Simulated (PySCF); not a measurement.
Assignment exercise: C4H11FSi2

Structure with atom numbers: `[F:1][CH2:2]/[CH:3]=[CH:4]/[SiH2:5][CH2:6][SiH3:7]` (H(Xn): hydrogen on atom n).

- GFN2-xTB structure
- shieldings: GIAO PBE0/pcSseg-1
- program: PySCF 2.14
- non-relativistic, equivalent nuclei averaged, single conformer, no solvent model

Referencing at the same level of theory: 13C and 1H against TMS.

Q: Assign these signals to the numbered atoms. 13C{1H} NMR (computed): δ 153.1 (CH), 125.1 (CH), 87.8 (CH2), -15.8 (CH2).

A: 
| δ (ppm) | atoms | environment | reason |
| --- | --- | --- | --- |
| 153.1 | C3 | alkene CH | the olefinic region |
| 125.1 | C4 | alkene CH | – |
| 87.8 | C2 | allylic sp3 CH2 bonded to F | the inductive effect lowers its shielding |
| -15.8 | C6 | sp3 CH2 bonded to 2 Si | an electropositive neighbour leaves it electron-rich and shielded |

Q: Assign these signals to the numbered atoms. 1H NMR (300 MHz, computed): δ 6.47 (m, 1H), 6.10 (m, 1H), 5.35 (m, 2H), 4.65 (m, 2H), 3.99 (t, 3H), -0.06 (m, 2H).

A: 
| δ (ppm) | atoms | environment | reason |
| --- | --- | --- | --- |
| 6.47 | H(C4) | hydrogen on an alkene CH | olefinic region |
| 6.10 | H(C3) | hydrogen on an alkene CH | – |
| 5.35 | H(C2) | hydrogen on an allylic sp3 CH2 bonded to F | its carbon carries F, which withdraws density |
| 4.65 | H(Si5) | hydrogen on a silicon bonded to 2 C | – |
| 3.99 | H(Si7) | hydrogen on a silicon bonded to C | – |
| -0.06 | H(C6) | hydrogen on an sp3 CH2 bonded to 2 Si | an electropositive neighbour shields it, as in TMS itself |

Splittings by 19F in the carbon and heteronuclear signals aren't shown, as no couplings were computed. Shifts are as computed. Against solution values, carbons near 30 ppm lie about +3 ppm off and those near 130 ppm about +5 ppm. Of 1309 compounds with measured shifts, 239 miss one by over three times the rms of a fit or turn the order of signals round; such compounds aren't used in these exercises. No couplings were computed; multiplicities are counted from neighbouring protons, with m where these are inequivalent, close in shift, in a saturated or five-membered ring or joined by F or P, and br s for small geminal =CH2 splittings.
